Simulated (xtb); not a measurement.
C$_{2}$H$_{9}$AlO$_{4}$Si, charge -1, doublet, at a GFN2-xTB geometry (such geometries of metal compounds can be far from the true shape) (a state made from the parent by changing its charge; the spin is typed, not shown lowest).

Here is a job for xtb.
```
$ xtb mol.xyz --gfn 1 --chrg -1 --uhf 1 --etemp 3000 --json

# file mol.xyz
17

Al     0.29613628     1.34072167     1.48692641
C      0.99004365     2.79075700     0.12517843
H      2.02391253     2.59397359    -0.19474507
H      1.00821819     3.78866880     0.58317301
H      0.40749925     2.90014008    -0.80194805
C     -1.74288661     1.79575097     1.73977412
H     -2.32623864     1.95775478     0.82118841
H     -1.85655222     2.71569170     2.32885522
H     -2.27992104     1.01735300     2.30059904
O      0.30148160    -0.16025264     0.51868904
Si     0.09182957    -1.17809388    -0.68161485
O      0.89375051    -2.60211315    -0.51028021
O      0.65366512    -0.58605129    -2.10604036
O     -1.49211149    -1.61032325    -0.84943880
H      0.57829560    -3.13814135     0.21021391
H      1.05873673     0.26984134    -1.99235366
H     -2.08656454    -0.89047483    -0.65557083
```

### Question
Estimate the total energy (a free energy at this electronic temperature) that GFN1-xTB (xtb) returns for this input.

### Answer
-31.5096 Eh

### Question
Estimate the partial charges in atom order that GFN1-xTB returns for this input.

### Answer
Al1 0.07, C2 -0.27, H3 -0.01, H4 -0.01, H5 0.00, C6 -0.27, H7 0.00, H8 -0.02, H9 -0.01, O10 -0.48, Si11 0.61, O12 -0.54, O13 -0.54, O14 -0.55, H15 0.33, H16 0.34, H17 0.34
